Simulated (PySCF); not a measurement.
propene (C3H6), singlet, at a GFN2-xTB geometry. Base run: PySCF with HF/6-31+G*.

The PySCF input:
```python
from pyscf import gto, scf, solvent

mol = gto.M(
    atom='''
C     1.279892    0.123522    0.009191
C     0.008252    0.474861    0.009243
H     1.580863   -0.911474   -0.009262
H     2.074598    0.849719    0.027481
H    -0.266597    1.522093    0.028072
C    -1.135740   -0.482434   -0.015379
H    -0.783764   -1.510907   -0.033434
H    -1.764433   -0.339590    0.863349
H    -1.755096   -0.305534   -0.894541
''',
    basis='6-31+g*',
    charge=0,
    spin=0,
    verbose=4,
)

mf = scf.RHF(mol)
mf.kernel()
```

Each row names what was changed in the base input (with any setting that the change needs).

```json
[
 {"change": "base", "ΔE vs base (kJ/mol)": "0.00", "dipole (D)": "0.39", "HOMO-LUMO gap (eV)": "12.18"},
 {"change": "model = IEF-PCM; solvent = tetrahydrofuran; vdw_scale = 1.0", "ΔE vs base (kJ/mol)": "-10.40", "dipole (D)": "0.56", "HOMO-LUMO gap (eV)": "12.32"},
 {"change": "model = IEF-PCM; solvent = dimethylsulfoxide", "ΔE vs base (kJ/mol)": "[?]", "dipole (D)": "[?]", "HOMO-LUMO gap (eV)": "12.32"},
 {"change": "model = IEF-PCM; solvent = tetrahydrofuran; r_probe = 0.5", "ΔE vs base (kJ/mol)": "-1.85", "dipole (D)": "0.46", "HOMO-LUMO gap (eV)": "12.25"},
 {"change": "model = IEF-PCM; solvent = tetrahydrofuran; vdw_scale = 1.4", "ΔE vs base (kJ/mol)": "[?]", "dipole (D)": "[?]", "HOMO-LUMO gap (eV)": "[?]"},
 {"change": "model = IEF-PCM; solvent = tetrahydrofuran", "ΔE vs base (kJ/mol)": "-5.44", "dipole (D)": "0.51", "HOMO-LUMO gap (eV)": "12.29"},
 {"change": "model = IEF-PCM; solvent = tetrahydrofuran; vdw_scale = 1.1", "ΔE vs base (kJ/mol)": "-7.51", "dipole (D)": "0.53", "HOMO-LUMO gap (eV)": "12.31"},
 {"change": "model = IEF-PCM; solvent = n-hexane", "ΔE vs base (kJ/mol)": "[?]", "dipole (D)": "[?]", "HOMO-LUMO gap (eV)": "[?]"},
 {"change": "model = IEF-PCM; solvent = 2-propanol", "ΔE vs base (kJ/mol)": "-6.32", "dipole (D)": "0.53", "HOMO-LUMO gap (eV)": "12.31"},
 {"change": "model = COSMO; solvent = tetrahydrofuran", "ΔE vs base (kJ/mol)": "-5.53", "dipole (D)": "0.50", "HOMO-LUMO gap (eV)": "12.30"},
 {"change": "model = IEF-PCM; solvent = tetrahydrofuran; lebedev_order = 11", "ΔE vs base (kJ/mol)": "-5.09", "dipole (D)": "0.51", "HOMO-LUMO gap (eV)": "12.28"},
 {"change": "model = C-PCM; solvent = tetrahydrofuran", "ΔE vs base (kJ/mol)": "-5.93", "dipole (D)": "0.51", "HOMO-LUMO gap (eV)": "12.30"}
]
```

Problem. Some entries are withheld; supply them.

Solution. 
- model = IEF-PCM; solvent = dimethylsulfoxide, ΔE vs base (kJ/mol): -6.67
- model = IEF-PCM; solvent = dimethylsulfoxide, dipole (D): 0.54
- model = IEF-PCM; solvent = tetrahydrofuran; vdw_scale = 1.4, ΔE vs base (kJ/mol): -2.87
- model = IEF-PCM; solvent = tetrahydrofuran; vdw_scale = 1.4, dipole (D): 0.47
- model = IEF-PCM; solvent = tetrahydrofuran; vdw_scale = 1.4, HOMO-LUMO gap (eV): 12.26
- model = IEF-PCM; solvent = n-hexane, ΔE vs base (kJ/mol): -2.32
- model = IEF-PCM; solvent = n-hexane, dipole (D): 0.44
- model = IEF-PCM; solvent = n-hexane, HOMO-LUMO gap (eV): 12.23

The base is the gas phase, so ΔE is the electrostatic part of solvation at a fixed geometry, without cavity and dispersion terms.
